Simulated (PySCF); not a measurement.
**Working with the constants of TiH**

UHF-CCSD(T) constants of TiH, quartet, unpaired electrons σ ↑, π ↑, δ ↑ (Ti def2-TZVPPD, H def2-TZVPPD; no relativity (PySCF 2.14); masses 47.9479 and 1.0078 u):

- ωe: 1554.3 cm⁻¹
- ωexe: 22.0 cm⁻¹
- Be: 5.439 cm⁻¹
- αe: 0.128 cm⁻¹
- D (centrifugal): 0.000266 cm⁻¹
- De to Ti (3d2 4s2) + H: 2.12 eV

Question: Give the vibrational terms G(v) and spacings up to v = 6.

Answer: G(v) = ωe(v+½) − ωexe(v+½)².

```json
{"v": "0", "G(v) (cm⁻¹)": "772", "G(v) − G(v−1)": "", "Bv (cm⁻¹)": "5.375"}
{"v": "1", "G(v) (cm⁻¹)": "2282", "G(v) − G(v−1)": "1510", "Bv (cm⁻¹)": "5.247"}
{"v": "2", "G(v) (cm⁻¹)": "3748", "G(v) − G(v−1)": "1466", "Bv (cm⁻¹)": "5.119"}
{"v": "3", "G(v) (cm⁻¹)": "5171", "G(v) − G(v−1)": "1422", "Bv (cm⁻¹)": "4.991"}
{"v": "4", "G(v) (cm⁻¹)": "6549", "G(v) − G(v−1)": "1378", "Bv (cm⁻¹)": "4.863"}
{"v": "5", "G(v) (cm⁻¹)": "7883", "G(v) − G(v−1)": "1334", "Bv (cm⁻¹)": "4.735"}
{"v": "6", "G(v) (cm⁻¹)": "9173", "G(v) − G(v−1)": "1290", "Bv (cm⁻¹)": "4.607"}
```

Question: How well does the Morse estimate ωe²/(4ωexe) reproduce De, and what is D0?

Answer: It gives 3.40 eV, 161 % of the computed De. D0 = De − G(0) = 2.12 − 0.10 = 2.02 eV.

Correlated steps freeze 5 core orbitals. The CCSD T1 diagnostic is raised, a sign that a single reference may not be enough here. The state is the lowest single determinant that the PBE0 search found; with open d or f shells the true ground state can be another one.
